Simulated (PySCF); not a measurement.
# Spin states and ions at one geometry of [BiCl4]+

PySCF 2.14.0, RKS BP86, Bi def2-SVP with ECP60, Cl def2-SVP; non-relativistic Hamiltonian with scalar-relativistic core potentials where named; density fitting; no spin-orbit coupling; singlets restricted, open shells unrestricted. The geometry is relaxed for charge +1, singlet, vacuum:

```xyz
5

Bi    0.0052    0.2510    0.0000
Cl   -0.0241   -1.1600    1.9690
Cl   -0.0241   -1.1600   -1.9690
Cl    2.0137    1.6072    0.0000
Cl   -1.9452    1.6895    0.0000
```

Energies count from the relaxed state; an electron taken off or put on is at rest in vacuum. Charges and spins are Mulliken's.

Order these states by energy, lowest first.
A. charge +1, singlet, vacuum
B. charge +1, triplet, vacuum
C. charge 0, doublet, vacuum
D. charge +2, doublet, vacuum

C (-9.45 eV), A (0.00 eV), B (1.29 eV), D (16.17 eV).

How do charge and spin on the first atom follow?


```
                     state  spin squared  charge on Bi1 (e)  spin on Bi1 (e)  dipole about the centre of mass (D)
charge +1, singlet, vacuum          0.00               1.02             0.00                                 0.02
charge +1, triplet, vacuum          2.00               0.97             0.06                                 0.00
charge +2, doublet, vacuum          0.75               1.08            -0.05                                 0.01
 charge 0, doublet, vacuum          0.75               0.91             0.11                                 0.02
```

With an electron taken off (doublet) the charges change, summed by element, by Bi +0.06 e, Cl +0.94 e. The vertical ionisation energy is 16.17 eV, against −ε(HOMO) = 13.50 eV of the relaxed state. The level lies 2.7 eV too high, as is usual for semilocal functionals and global hybrids, which keep a self-interaction error.

With an electron put on (doublet) the charges change, summed by element, by Bi -0.11 e, Cl -0.89 e. The vertical electron affinity is 9.45 eV, against −ε(LUMO) = 12.17 eV of the relaxed state.

Open shells may have lower solutions than those found. Hard to converge, so the more doubtful: charge +1, triplet, vacuum; charge +2, doublet, vacuum.
